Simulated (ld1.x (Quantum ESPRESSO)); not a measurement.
**What one change does to a pseudopotential (zirconium, RRKJ)**

Zr, norm-conserving RRKJ (Kleinman–Bylander form), made with ld1.x (Quantum ESPRESSO) 7.5 (LDA (PZ), scalar-relativistic). Core [Ar] 3d10 4s2, reference 4p6 4d2 5s1.75 5p0 (charge +0.25). Waves: 4p (bound): rc 2.25 bohr; 4d (bound): rc 2.00 bohr; 5s (bound): rc 3.15 bohr. Local part: the s channel. Core correction: none.

All-electron outer shells of the reference configuration (LDA (PZ), scalar-relativistic, ld1.x):

```
shell  level (eV)  outermost node (bohr)  outermost maximum (bohr)
   3d     -176.51                      –                      0.35
   4s      -56.08                   0.55                      1.08
   4p      -34.07                   0.56                      1.17
   5s       -5.94                   1.46                      3.08
   4d       -5.25                   0.58                      1.61
   5p       -2.70                   1.69                      4.00
```

Change: wave 4d (bound): rc 2.00 bohr becomes 4d (bound): rc 1.26 bohr.

Cutoffs: the cutoffs (Ry, on a coarse ladder) from which the occupation-weighted sum of valence levels, in a spherical-Bessel basis at the reference potential, stays within 10 and 1 mRy of its value at 400 Ry; they do not see the model core or the augmentation charge, which bear on the density cutoff. Errors are all-electron minus pseudo energies relative to the spin-unpolarised reference configuration.

Q: What does the change do?

A: The potential gets harder (25 Ry and 35 Ry → 40 Ry and 60 Ry); of the 9 tests that both files solve, the error grows in 0 and shrinks in 1 by more than 15 % and 0.3 meV (median size 63.9 → 51.2 meV); neither file shows a bound ghost at the reference potential, the only one tested. A smaller radius makes the pseudo-wave follow the all-electron one further in, where it bends more sharply, so more plane waves are needed.

| quantity | base | changed |
| --- | --- | --- |
| cutoff, loose | 25 Ry | 40 Ry |
| cutoff, tight | 35 Ry | 60 Ry |
| loose cutoff by channel (10 mRy a level) | p 18 Ry, d 25 Ry, s 6 Ry | p 18 Ry, d 35 Ry, s 6 Ry |
| bound ghosts | none | none |
| error for 4p6 4d2 5s2 5p0, meV [ΔE -1.32 eV] | +0.1 | +0.2 |
| error for 4p6 4d2 5s1 5p0, meV [ΔE 6.04 eV] | -1.9 | -2.0 |
| error for 4p6 4d2 5s0 5p0, meV [ΔE 19.28 eV] | -15 | -16 |
| error for 4p6 4d0 5s0 5p0, meV [ΔE 76.48 eV] | +80 | +51 |
| error for 4p6 4d2 5s0 5p1, meV [ΔE 9.85 eV] | -855 | -856 |
| error for 4p6 4d1 5s2 5p1, meV [ΔE 1.75 eV] | -699 | -704 |
| error for 4p6 4d3 5s1 5p0, meV [ΔE -0.09 eV] | -39 | -41 |
| error for 4p6 4d2 5s1.75 5p0 (spin-polarised), meV [ΔE -0.58 eV] | +71 | +66 |
| error for 4p6 4d2 5s2 5p0 (spin-polarised), meV [ΔE -1.80 eV] | +64 | +59 |
| s: phases at 3.42 bohr within 0.05 rad from the reference energy up to (Ry; the scan ends near 5) | 1.4 | 1.4 |
| p: phases at 3.42 bohr within 0.05 rad from the reference energy up to (Ry; the scan ends near 5) | -0.8 | -0.8 |
| d: phases at 3.42 bohr within 0.05 rad from the reference energy up to (Ry; the scan ends near 5) | 0.5 | 0.5 |

Base: These tests converged, but a pseudo level misses the all-electron one widely, so the file describes the atom poorly there or has found another state: 4p6 4d0 5s0 5p0: empty 5p by 3.2 eV. Changed file: These tests converged, but a pseudo level misses the all-electron one widely, so the file describes the atom poorly there or has found another state: 4p6 4d0 5s0 5p0: empty 5p by 3.2 eV.
